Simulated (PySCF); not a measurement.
Simulation results for B2HO2

Calculation on a computer-drawn molecule: vertical ionisation energy to the stated ion spin, frozen-core CCSD(T) at the basis limit and cheaper methods, single-reference cases, UHF for radicals, no spin-orbit; all values are single points at the evaluated structure, the first of each entry, which is the reference or a displaced copy of it and isn't optimised; the reference structure only sets the zero of the energies above reference; triples share is (T) over the correlation energy. Program: PySCF 2.14.0.

Common to all runs: charge 1; multiplicity 1; ion multiplicity 2; diffuse functions no; basis cc-pVnZ; reference is the Hartree-Fock double-zeta minimum; best is HF at quadruple zeta + MP2 correlation extrapolated from triple and quadruple zeta + CCSD(T) minus MP2 at triple zeta; basis step is the size of the change from the same recipe one zeta lower.

```yaml
- entry: 1
  formula: B2HO2
  evaluated_structure:
    atoms_angstrom:
      - [B, -2.514, 1.5127, -2.6257]
      - [O, -1.6507, 0.6385, -2.6367]
      - [B, -0.6892, -0.3355, -2.649]
      - [O, 0.1332, -1.1688, -2.6596]
      - [H, -3.337, 2.3459, -2.6152]
  reference_structure:
    atoms_angstrom:
      - [B, -2.514, 1.5127, -2.6257]
      - [O, -1.6507, 0.6385, -2.6367]
      - [B, -0.6892, -0.3355, -2.649]
      - [O, 0.1332, -1.1688, -2.6596]
      - [H, -3.337, 2.3459, -2.6152]
  given:
    drawn_bonds_atom: [1, 2, 3, 1]
    drawn_bonds_other_atom: [2, 3, 4, 5]
    drawn_bonds_order: [1, 1, 2, 1]
  results:
    "ionisation_energy_best [eV]": 19.12
    "ionisation_energy_basis_step [eV]": 0.03276
    "energy_above_reference_best [kcal/mol]": 0.0
    "energy_above_reference_basis_step [kcal/mol]": 0.0
    triple_zeta_method: [HF, PBE, r2SCAN, B3LYP, wB97X, MP2, CCSD, "CCSD(T)"]
    "triple_zeta_ionisation_energy [eV]": [16.8, 19.1, 18.86, 18.97, 18.79, 19.26, 18.78, 18.97]
    "triple_zeta_energy_above_reference [kcal/mol]": [0.0, 0.0, 0.0, 0.0, 0.0, 0.0, 0.0, 0.0]
    "ionisation_energy_Koopmans_at_triple_zeta [eV]": 19.44
    "ionisation_energy_EOM_CCSD_at_triple_zeta [eV]": 18.89
    "total_energy_HF_triple_zeta [hartree]": -199.5460
    "total_energy_CCSD(T)_triple_zeta [hartree]": -200.1880
    "total_energy_best [hartree]": -200.2836
    T1_diagnostic_at_triple_zeta: 0.01984
    D1_diagnostic_at_triple_zeta: 0.0484
    ion_T1_diagnostic_at_triple_zeta: 0.01609
    ion_D1_diagnostic_at_triple_zeta: 0.05087
    ion_spin_squared_at_triple_zeta: 0.7557
    triples_share_at_triple_zeta: 0.04097
    basis_functions_triple_zeta: 134
- entry: 2
  formula: B2HO2
  evaluated_structure:
    atoms_angstrom:
      - [B, -2.5665, 1.4846, -2.5609]
      - [O, -1.601, 0.6293, -2.6203]
      - [B, -0.6351, -0.3413, -2.5873]
      - [O, 0.1117, -1.0699, -2.6121]
      - [H, -3.3266, 2.3588, -2.5847]
  reference_structure:
    atoms_angstrom:
      - [B, -2.514, 1.5127, -2.6257]
      - [O, -1.6507, 0.6385, -2.6367]
      - [B, -0.6892, -0.3355, -2.649]
      - [O, 0.1332, -1.1688, -2.6596]
      - [H, -3.337, 2.3459, -2.6152]
  given:
    drawn_bonds_atom: [1, 2, 3, 1]
    drawn_bonds_other_atom: [2, 3, 4, 5]
    drawn_bonds_order: [1, 1, 2, 1]
  results:
    "ionisation_energy_best [eV]": 20.11
    "ionisation_energy_basis_step [eV]": 0.03815
    "energy_above_reference_best [kcal/mol]": 37.77
    "energy_above_reference_basis_step [kcal/mol]": 1.418
    triple_zeta_method: [HF, PBE, r2SCAN, B3LYP, wB97X, MP2, CCSD, "CCSD(T)"]
    "triple_zeta_ionisation_energy [eV]": [18.02, 19.87, 19.76, 19.9, 19.8, 20.21, 19.81, 19.95]
    "triple_zeta_energy_above_reference [kcal/mol]": [32.03, 39.58, 37.89, 36.78, 36.36, 40.41, 38.07, 39.46]
    "ionisation_energy_Koopmans_at_triple_zeta [eV]": 20.52
    "ionisation_energy_EOM_CCSD_at_triple_zeta [eV]": 19.89
    "total_energy_HF_triple_zeta [hartree]": -199.4949
    "total_energy_CCSD(T)_triple_zeta [hartree]": -200.1251
    "total_energy_best [hartree]": -200.2234
    T1_diagnostic_at_triple_zeta: 0.01769
    D1_diagnostic_at_triple_zeta: 0.04302
    ion_T1_diagnostic_at_triple_zeta: 0.02008
    ion_D1_diagnostic_at_triple_zeta: 0.09367
    ion_spin_squared_at_triple_zeta: 0.7547
    triples_share_at_triple_zeta: 0.03823
    basis_functions_triple_zeta: 134
- entry: 3
  formula: B2HO2
  evaluated_structure:
    atoms_angstrom:
      - [B, -2.51, 1.5603, -2.6075]
      - [O, -1.661, 0.645, -2.6503]
      - [B, -0.666, -0.3431, -2.618]
      - [O, 0.1157, -1.1447, -2.6447]
      - [H, -3.3185, 2.3024, -2.6551]
  reference_structure:
    atoms_angstrom:
      - [B, -2.514, 1.5127, -2.6257]
      - [O, -1.6507, 0.6385, -2.6367]
      - [B, -0.6892, -0.3355, -2.649]
      - [O, 0.1332, -1.1688, -2.6596]
      - [H, -3.337, 2.3459, -2.6152]
  given:
    drawn_bonds_atom: [1, 2, 3, 1]
    drawn_bonds_other_atom: [2, 3, 4, 5]
    drawn_bonds_order: [1, 1, 2, 1]
  results:
    "ionisation_energy_best [eV]": 19.62
    "ionisation_energy_basis_step [eV]": 0.03491
    "energy_above_reference_best [kcal/mol]": 9.327
    "energy_above_reference_basis_step [kcal/mol]": 0.3192
    triple_zeta_method: [HF, PBE, r2SCAN, B3LYP, wB97X, MP2, CCSD, "CCSD(T)"]
    "triple_zeta_ionisation_energy [eV]": [17.39, 19.52, 19.33, 19.45, 19.3, 19.74, 19.29, 19.47]
    "triple_zeta_energy_above_reference [kcal/mol]": [7.041, 10.39, 9.617, 8.941, 8.768, 10.04, 9.231, 9.802]
    "ionisation_energy_Koopmans_at_triple_zeta [eV]": 19.96
    "ionisation_energy_EOM_CCSD_at_triple_zeta [eV]": 19.4
    "total_energy_HF_triple_zeta [hartree]": -199.5347
    "total_energy_CCSD(T)_triple_zeta [hartree]": -200.1724
    "total_energy_best [hartree]": -200.2688
    T1_diagnostic_at_triple_zeta: 0.0187
    D1_diagnostic_at_triple_zeta: 0.0442
    ion_T1_diagnostic_at_triple_zeta: 0.01698
    ion_D1_diagnostic_at_triple_zeta: 0.06442
    ion_spin_squared_at_triple_zeta: 0.7552
    triples_share_at_triple_zeta: 0.03982
    basis_functions_triple_zeta: 134
- entry: 4
  formula: B2HO2
  evaluated_structure:
    atoms_angstrom:
      - [B, -2.4487, 1.4817, -2.6676]
      - [O, -1.7234, 0.6397, -2.7548]
      - [B, -0.7281, -0.2495, -2.6856]
      - [O, 0.1324, -1.0536, -2.6031]
      - [H, -3.3475, 2.2994, -2.6917]
  reference_structure:
    atoms_angstrom:
      - [B, -2.514, 1.5127, -2.6257]
      - [O, -1.6507, 0.6385, -2.6367]
      - [B, -0.6892, -0.3355, -2.649]
      - [O, 0.1332, -1.1688, -2.6596]
      - [H, -3.337, 2.3459, -2.6152]
  given:
    drawn_bonds_atom: [1, 2, 3, 1]
    drawn_bonds_other_atom: [2, 3, 4, 5]
    drawn_bonds_order: [1, 1, 2, 1]
  results:
    "ionisation_energy_best [eV]": 19.32
    "ionisation_energy_basis_step [eV]": 0.03267
    "energy_above_reference_best [kcal/mol]": 17.6
    "energy_above_reference_basis_step [kcal/mol]": 1.529
    triple_zeta_method: [HF, PBE, r2SCAN, B3LYP, wB97X, MP2, CCSD, "CCSD(T)"]
    "triple_zeta_ionisation_energy [eV]": [16.99, 19.32, 19.07, 19.18, 18.99, 19.47, 18.97, 19.17]
    "triple_zeta_energy_above_reference [kcal/mol]": [16.64, 19.03, 18.1, 17.85, 18.2, 19.01, 18.47, 18.97]
    "ionisation_energy_Koopmans_at_triple_zeta [eV]": 19.61
    "ionisation_energy_EOM_CCSD_at_triple_zeta [eV]": 19.09
    "total_energy_HF_triple_zeta [hartree]": -199.5194
    "total_energy_CCSD(T)_triple_zeta [hartree]": -200.1577
    "total_energy_best [hartree]": -200.2556
    T1_diagnostic_at_triple_zeta: 0.01873
    D1_diagnostic_at_triple_zeta: 0.04729
    ion_T1_diagnostic_at_triple_zeta: 0.01476
    ion_D1_diagnostic_at_triple_zeta: 0.03973
    ion_spin_squared_at_triple_zeta: 0.7559
    triples_share_at_triple_zeta: 0.03995
    basis_functions_triple_zeta: 134
- entry: 5
  formula: B2HO2
  evaluated_structure:
    atoms_angstrom:
      - [B, -2.4487, 1.4817, -2.6676]
      - [O, -1.7234, 0.6397, -2.7548]
      - [B, -0.6678, -0.3034, -2.6814]
      - [O, 0.1927, -1.1075, -2.5989]
      - [H, -3.3475, 2.2994, -2.6917]
  reference_structure:
    atoms_angstrom:
      - [B, -2.514, 1.5127, -2.6257]
      - [O, -1.6507, 0.6385, -2.6367]
      - [B, -0.6892, -0.3355, -2.649]
      - [O, 0.1332, -1.1688, -2.6596]
      - [H, -3.337, 2.3459, -2.6152]
  given:
    drawn_bonds_atom: [1, 2, 3, 1]
    drawn_bonds_other_atom: [2, 3, 4, 5]
    drawn_bonds_order: [1, 1, 2, 1]
  results:
    "ionisation_energy_best [eV]": 19.52
    "ionisation_energy_basis_step [eV]": 0.03336
    "energy_above_reference_best [kcal/mol]": 16.76
    "energy_above_reference_basis_step [kcal/mol]": 1.132
    triple_zeta_method: [HF, PBE, r2SCAN, B3LYP, wB97X, MP2, CCSD, "CCSD(T)"]
    "triple_zeta_ionisation_energy [eV]": [17.2, 19.47, 19.24, 19.36, 19.18, 19.67, 19.17, 19.37]
    "triple_zeta_energy_above_reference [kcal/mol]": [17.02, 18.01, 17.76, 17.24, 17.26, 17.69, 17.48, 17.76]
    "ionisation_energy_Koopmans_at_triple_zeta [eV]": 19.81
    "ionisation_energy_EOM_CCSD_at_triple_zeta [eV]": 19.3
    "total_energy_HF_triple_zeta [hartree]": -199.5188
    "total_energy_CCSD(T)_triple_zeta [hartree]": -200.1597
    "total_energy_best [hartree]": -200.2569
    T1_diagnostic_at_triple_zeta: 0.01865
    D1_diagnostic_at_triple_zeta: 0.04583
    ion_T1_diagnostic_at_triple_zeta: 0.0152
    ion_D1_diagnostic_at_triple_zeta: 0.04208
    ion_spin_squared_at_triple_zeta: 0.756
    triples_share_at_triple_zeta: 0.04035
    basis_functions_triple_zeta: 134
- entry: 6
  formula: B2HO2
  evaluated_structure:
    atoms_angstrom:
      - [B, -2.4487, 1.4817, -2.6676]
      - [O, -1.7234, 0.6397, -2.7548]
      - [B, -0.5844, -0.3779, -2.6756]
      - [O, 0.2761, -1.182, -2.5931]
      - [H, -3.3475, 2.2994, -2.6917]
  reference_structure:
    atoms_angstrom:
      - [B, -2.514, 1.5127, -2.6257]
      - [O, -1.6507, 0.6385, -2.6367]
      - [B, -0.6892, -0.3355, -2.649]
      - [O, 0.1332, -1.1688, -2.6596]
      - [H, -3.337, 2.3459, -2.6152]
  given:
    drawn_bonds_atom: [1, 2, 3, 1]
    drawn_bonds_other_atom: [2, 3, 4, 5]
    drawn_bonds_order: [1, 1, 2, 1]
  results:
    "ionisation_energy_best [eV]": 19.77
    "ionisation_energy_basis_step [eV]": 0.03493
    "energy_above_reference_best [kcal/mol]": 22.9
    "energy_above_reference_basis_step [kcal/mol]": 0.7763
    triple_zeta_method: [HF, PBE, r2SCAN, B3LYP, wB97X, MP2, CCSD, "CCSD(T)"]
    "triple_zeta_ionisation_energy [eV]": [17.47, 19.64, 19.47, 19.6, 19.43, 19.93, 19.43, 19.62]
    "triple_zeta_energy_above_reference [kcal/mol]": [25.03, 23.69, 24.36, 23.57, 23.28, 23.39, 23.66, 23.61]
    "ionisation_energy_Koopmans_at_triple_zeta [eV]": 20.07
    "ionisation_energy_EOM_CCSD_at_triple_zeta [eV]": 19.57
    "total_energy_HF_triple_zeta [hartree]": -199.5061
    "total_energy_CCSD(T)_triple_zeta [hartree]": -200.1503
    "total_energy_best [hartree]": -200.2472
    T1_diagnostic_at_triple_zeta: 0.01877
    D1_diagnostic_at_triple_zeta: 0.04434
    ion_T1_diagnostic_at_triple_zeta: 0.01584
    ion_D1_diagnostic_at_triple_zeta: 0.04518
    ion_spin_squared_at_triple_zeta: 0.7561
    triples_share_at_triple_zeta: 0.04095
    basis_functions_triple_zeta: 134
```
